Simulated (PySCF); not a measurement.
Vertical excitation energies

2-cyanobenzaldehyde, C8H5NO.
Numbering: `[N:1]#[C:2][c:3]1[cH:4][cH:5][cH:6][cH:7][c:8]1[CH:9]=[O:10]` (hydrogens: H11 on C4; H12 on C5; H13 on C6; H14 on C7; H15 on C9)

Cartesian coordinates in Å at the GFN2-xTB level; atoms count from 1:
```
atom  x, y, z in Å
N1     1.689    2.964   -0.622
C2     1.046    2.035   -0.424
C3     0.205    0.922   -0.183
C4    -1.175    1.116   -0.172
C5    -2.021    0.046    0.060
C6    -1.502   -1.223    0.283
C7    -0.134   -1.422    0.273
C8     0.736   -0.359    0.041
C9     2.190   -0.589    0.034
O10    2.711   -1.658    0.218
H11   -1.573    2.105   -0.346
H12   -3.089    0.202    0.068
H13   -2.168   -2.053    0.464
H14    0.291   -2.399    0.443
H15    2.789    0.321   -0.159
```

Level of theory: TDDFT CAM-B3LYP/def2-SVPD, vertical, gas phase, core orbitals frozen in the response (PySCF 2.14.0, density-fitted response routines).

Q: Predict the UV-vis stick spectrum at this level.

A: 

```
state  E (eV)  E (kJ/mol)  λ (nm)       f  |μ| (D)  symmetry   main configurations (H = HOMO, L = LUMO)
   S1    3.68         355   336.9  0.0001     0.10         –                      H→L (84%), H→L+3 (9%)
   S2    4.84         467   255.9   0.036     1.40        A′    H-1→L (48%), H-2→L (27%), H-2→L+1 (12%)
   S3    5.26         507   235.8   0.169     2.91        A′     H-2→L (52%), H-1→L (33%), H-1→L+1 (8%)
   S4    5.88         567   210.8  0.0000     0.04         –                                H→L+1 (79%)
   S5    6.16         594   201.3   0.527     4.75        A′  H-1→L+1 (42%), H-2→L+1 (28%), H-2→L (14%)
   S6    6.34         611   195.7   0.319     3.64        A′               H-2→L+1 (51%), H-1→L+1 (33%)
   S7    6.61         637   187.7  0.0002     0.08         –     H-3→L (70%), H-3→L+1 (11%), H→L+1 (9%)
   S8    7.17         692   172.8  0.0002     0.09         –      H→L+3 (42%), H-5→L (21%), H-6→L (14%)
```

Triplets, Tamm–Dancoff:

```tsv
state	E (eV)	λ (nm)	main configurations (H = HOMO, L = LUMO)
T1	3.16	392.5	H→L (80%), H→L+3 (12%)
T2	3.52	352.3	H-1→L (39%), H-2→L (38%), H-1→L+1 (10%)
T3	4.03	307.4	H-2→L (53%), H-1→L (35%), H-1→L+1 (8%)
```

The lowest singlet comes at 337 nm (355 kJ/mol) in the ultraviolet; it is dark (f under 0.0005); its leading configuration is HOMO→LUMO (84%). The strongest level in the table is S5 at 6.16 eV (201 nm, f = 0.527). Löwdin shares by element: HOMO (one of a set within 0.03 eV) oxygen 60%, carbon 24% or more, hydrogen 8% or more; LUMO carbon 41% or more, oxygen 16% (atoms not listed hold the other 42%). Of the 8 states listed, 4 reach f = 0.01 and 4 stay under 0.0005. Orbital energies (eV): HOMO-3 -11.67, HOMO-2 -9.66, HOMO-1 -9.49, HOMO -9.49, LUMO -1.64, LUMO+1 -0.73, LUMO+2 1.04. The listed states span 3.50 eV, and the widest gap between neighbours is 1.16 eV (S1 to S2). Symmetry labels in Cs follow from the direction of the transition dipole and are given only for states with f of 0.002 or more. The window holds the lowest 8 singlets.

One conformer stands for the species.
